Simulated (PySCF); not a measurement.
# MHg cations for M along the alkali metals

CCSD(T) with double-zeta basis sets in PySCF, for the lowest determinant that a PBE0 search found; no spin–orbit coupling. De refers to high-spin ground-configuration atoms (the charge goes to the atom of lower measured ionisation energy or higher electron affinity, which is not always the lowest computed limit).

```csv
M,basis,"reference, frozen orbitals",charged atom,state (unpaired electrons),Re (Å),ωe (cm⁻¹),De (eV)
Li,cc-pVDZ/cc-pVDZ-PP,"RHF, 0",Li+,singlet (closed shell),2.723,248,0.56
Na,def2-SVP,"RHF, 1",Na+,singlet (closed shell),3.148,108,0.32
Rb,def2-SVP,"RHF, 0",Rb+,singlet (closed shell),3.751,45.4,0.18
Cs,def2-SVP,"RHF, 0",Cs+,singlet (closed shell),3.984,36.2,0.15
```

(1) The row for M = K is missing. Estimate Re, ωe and De as the mean of the rows for Na and Rb, and compare with the calculation.

The rows differ in basis set, which adds steps of its own.

Correlated steps freeze the inner cores (0 to 5 orbitals); shallow outer-core shells are correlated. Weak bonds: CsHg⁺, KHg⁺, NaHg⁺, RbHg⁺. Basis-set superposition, not corrected here, can be much of De in a small basis, most of all at correlated wavefunction levels. Spin–orbit coupling is left out. For an ion De counts to the pair picked by the measured ionisation energies or electron affinities, which need not be the lowest pair at this level.

## Answers

(1) The means are 3.450 Å, 76.7 cm⁻¹ and 0.25 eV. RHF-CCSD(T) in def2-SVP gives KHg⁺ as a singlet (closed shell) with Re = 3.646 Å, ωe = 63.6 cm⁻¹, De = 0.20 eV, so the estimate is off by -19.7 pm, +21 % and +0.05 eV.
